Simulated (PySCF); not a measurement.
# NMR problem set

Level of theory: coordinates at the GFN2-xTB level, NMR shieldings at PBE0/pcSseg-1/GIAO, in PySCF (isolated molecule, no relativistic terms, rapidly exchanging positions averaged, single conformer).

Scale: ¹H and ¹³C vs TMS (reference shieldings calculated alike). Splittings of carbon signals by F and P are missing where no couplings were computed. Where no couplings were computed, multiplicities follow the n + 1 count of equivalent neighbours, and m marks all less simple cases (inequivalent or close neighbours, rings, F or P nearby). Shifts are as computed. Against solution values, carbons near 30 ppm lie about +3 ppm off and those near 130 ppm about +5 ppm; carbons on Cl a further +6 ppm. Of 1211 compounds with measured shifts, 218 miss one by over three times the rms of a fit or turn the order of signals round; such compounds aren't used in these exercises. Carbons bonded to Cl come out too deshielded. OH and NH positions are gas-phase values without hydrogen bonding to other molecules.

**Question.** C$_{3}$H$_{10}$N$_{2}$Si. ¹H NMR (500 MHz, computed): δ 8.76 (d, 1H), 8.54 (d, 1H), 5.25 (q, 1H), 2.79 (s, 3H), 0.17 (br s, 1H), 0.08 (d, 3H). ¹³C{¹H} NMR (computed): δ 170.4, 29.4, 0.8. Give a structure.

**Answer.** SMILES N(=C)[Si@@H](C)NC. Rings plus π bonds: 1 (no ring in the answer). 3 carbon signals for 3 carbons: no two carbons are equivalent. Carbon types of the structure: 1 × CH2, 2 × CH3, leaving 2 H on heteroatoms. δC 170.4: C=N carbon. δC 29.4: methyl carbon bonded to N; pulled downfield by the heteroatom. δH 8.76, 8.54: hydrogen on a C=N carbon. δH 2.79: hydrogen on a methyl carbon bonded to N; its carbon carries N, hence the downfield position.

This is the structure that produced the data.

**Question.** C$_{5}$H$_{5}$ClNP. ¹H NMR (600 MHz, computed): δ 9.49 (m, 1H), 7.62 (m, 1H), 3.07 (m, 3H). ¹³C{¹H} NMR (computed): δ 206.5 (C), 178.1 (CH), 162.8 (C), 128.2 (CH), 33.3 (CH3). Identify the compound.

**Answer.** `Cc1nc(Cl)ccp1`. 5 carbon signals for 5 carbons: no two carbons are equivalent. Carbon types of the structure: 2 × C, 2 × CH, 1 × CH3, which accounts for all hydrogens. δC 206.5: substituted aromatic carbon next to a ring nitrogen. δC 178.1, 128.2: aromatic CH. δC 162.8: aromatic carbon bearing chlorine. δH 9.49, 7.62: hydrogen on an aromatic CH; ring-current deshielding.

The data come from this structure; uniqueness wasn't tested.
